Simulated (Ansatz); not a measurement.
**Nudged elastic band run: CuSi$_{16}$, charge +1**

Input file:

```yaml
crystal:
  lattice:
    - [0.0, 5.43, 5.43]
    - [5.43, 0.0, 5.43]
    - [5.43, 5.43, 0.0]
  atoms:
    - { symbol: Si, position: [0.00705157, 0.00755645, -0.01758357] }
    - { symbol: Si, position: [0.12371691, 0.1367164, 0.11936063] }
    - { symbol: Si, position: [0.00698862, 0.00743063, 0.50219097] }
    - { symbol: Si, position: [0.16791125, 0.10201979, 0.61452468] }
    - { symbol: Si, position: [-0.01896948, 0.51072844, 0.00380765] }
    - { symbol: Si, position: [0.12592439, 0.61784373, 0.12304524] }
    - { symbol: Si, position: [0.01220539, 0.47323333, 0.50694977] }
    - { symbol: Si, position: [0.12577406, 0.61782535, 0.63252663] }
    - { symbol: Si, position: [0.49624658, 0.00557123, -0.00126383] }
    - { symbol: Si, position: [0.6330942, 0.12873141, 0.11132901] }
    - { symbol: Si, position: [0.53963569, -0.01064235, 0.48517166] }
    - { symbol: Si, position: [0.63307529, 0.12873962, 0.62612822] }
    - { symbol: Si, position: [0.49796556, 0.50293501, -0.00296461] }
    - { symbol: Si, position: [0.60995724, 0.63161765, 0.12889646] }
    - { symbol: Si, position: [0.49782731, 0.50294009, 0.50145171] }
    - { symbol: Si, position: [0.6378331, 0.61232904, 0.62453866] }
    - { symbol: Cu, position: [-0.0358653, 0.83979109, 0.3475316] }
total_charge: 1
basis:
  ecutwfc: 420.0
kpoints:
  mp_grid: { grid: [2, 2, 2] }
hamiltonian:
  xc: pbe
  pseudopotentials: { kind: paw, azcp: { folder: soft_1 } }
scf:
  occupations: { method: fermi_dirac, width: 0.02 }
  lower_state_search: "off"
neb:
  images: 7
  f_tol: 0.05
  initial_path: idpp
  max_iterations: 31
  final_atoms:
    - { symbol: Si, position: [0.00287528, 0.00146175, -0.00216052] }
    - { symbol: Si, position: [0.11788033, 0.13253875, 0.12384649] }
    - { symbol: Si, position: [-0.02637037, 0.00688764, 0.50747648] }
    - { symbol: Si, position: [0.11235447, 0.12465532, 0.62537123] }
    - { symbol: Si, position: [0.01065256, 0.50390856, 0.00437533] }
    - { symbol: Si, position: [0.1315626, 0.62891026, 0.12952199] }
    - { symbol: Si, position: [0.00284798, 0.49717118, 0.50198861] }
    - { symbol: Si, position: [0.11801404, 0.62284739, 0.63316714] }
    - { symbol: Si, position: [0.50731269, 0.0022163, -0.01647997] }
    - { symbol: Si, position: [0.62867658, 0.12611324, 0.11220183] }
    - { symbol: Si, position: [0.48931213, -0.01479493, 0.48598675] }
    - { symbol: Si, position: [0.60240696, 0.11412829, 0.61568829] }
    - { symbol: Si, position: [0.50547241, 0.49877332, -0.00062016] }
    - { symbol: Si, position: [0.63665548, 0.61920406, 0.12030381] }
    - { symbol: Si, position: [0.50762516, 0.48209257, 0.50304617] }
    - { symbol: Si, position: [0.62868573, 0.61126297, 0.62680825] }
    - { symbol: Cu, position: [0.34011391, 0.84722892, 0.34861783] }
  order_check: true
```

Command:

```bash
$ ansatz run input.yaml --threads 1 --pin off --max-ram 3072MiB --backend cpu --events-out ev --progress --plain --runs-dir out
```

Output, in part (warnings, iteration lines):

```
NEB end point (image 0): max|allowed force component| = 5.242e-3 eV/Å (the criterion of neb.relax_end_points is 1.000e-2)
NEB end point (image 8): max|allowed force component| = 7.314e-3 eV/Å (the criterion of neb.relax_end_points is 1.000e-2)
NEB iter   1: max|band force component| = 1.246e0 eV/Å  barrier→ = 0.6848 eV  barrier← = 0.6848 eV  Δτ_max = 0.1433 Å  (86 SCF iters)
NEB iter   2: max|band force component| = 1.025e0 eV/Å  barrier→ = 0.1861 eV  barrier← = 0.1861 eV  Δτ_max = 0.1977 Å  (57 SCF iters)
NEB iter   3: max|band force component| = 2.767e-1 eV/Å  barrier→ = 0.0437 eV  barrier← = 0.0437 eV  CI = image 4  Δτ_max = 0.0379 Å  (56 SCF iters)
NEB iter   4: max|band force component| = 9.898e-2 eV/Å  barrier→ = 0.0368 eV  barrier← = 0.0368 eV  CI = image 7  Δτ_max = 0.1967 Å  (46 SCF iters)
NEB iter   5: max|band force component| = 8.479e-2 eV/Å  barrier→ = 0.0517 eV  barrier← = 0.0517 eV  CI = image 7  Δτ_max = 0.0335 Å  (48 SCF iters)
NEB iter   6: max|band force component| = 4.942e-2 eV/Å  barrier→ = 0.0487 eV  barrier← = 0.0487 eV  CI = image 7  Δτ_max = 0.0256 Å  (40 SCF iters)
NEB iter   7: max|band force component| = 8.802e-2 eV/Å  barrier→ = 0.0499 eV  barrier← = 0.0499 eV  CI = image 7  Δτ_max = 0.0128 Å  (7 SCF iters)
NEB iter   8: max|band force component| = 4.406e-2 eV/Å  barrier→ = 0.0476 eV  barrier← = 0.0476 eV  CI = image 7  CI's point: of a kind that is not told: the force calls were inconclusive, a negative curvature could not be distinguished from the path's own, the only one lies far off the path, or fixed occupations may fill a level only in part  Δτ_max = 0.0000 Å  (339 SCF iters)
```

The forces met the threshold. The band force fell under the threshold earlier too, but the program's further tests of the path sent the band on. The profile has 3 maxima (images 1, 4, 7) with wells between them (images 3, 5): this band takes more than one step, which may be the mechanism or a detour left from its start path. By the program's own check the climbing image is of a kind that is not told: the force calls were inconclusive, a negative curvature could not be distinguished from the path's own, the only one lies far off the path, or fixed occupations may fill a level only in part (lowest curvatures found: -0.49 and 0.88 eV/Å²). Limits of this set-up: coarse k mesh, charged cell in a uniform background, uncorrected.

Final band (atoms are numbered from 1 in the order of the input):

```csv
image,path coordinate (Å),energy (eV),Si1–Cu17 (Å),Si6–Cu17 (Å),Si7–Cu17 (Å)
0,0.00,0.000,2.35,2.47,2.35
1,0.45,0.034,2.34,2.37,2.35
2,0.90,0.033,2.40,2.32,2.41
3,1.35,0.000,2.48,2.35,2.53
4,1.80,0.012,2.60,2.41,2.77
5,2.25,0.007,2.90,2.56,2.98
6,2.69,0.012,3.21,2.86,3.23
7,3.14,0.048,3.52,3.31,3.55
8,3.80,0.000,4.01,4.05,4.01
```

Time of the run: 14 min on 1 thread of Arm Neoverse V1, on a shared host, peak memory 1 GiB.
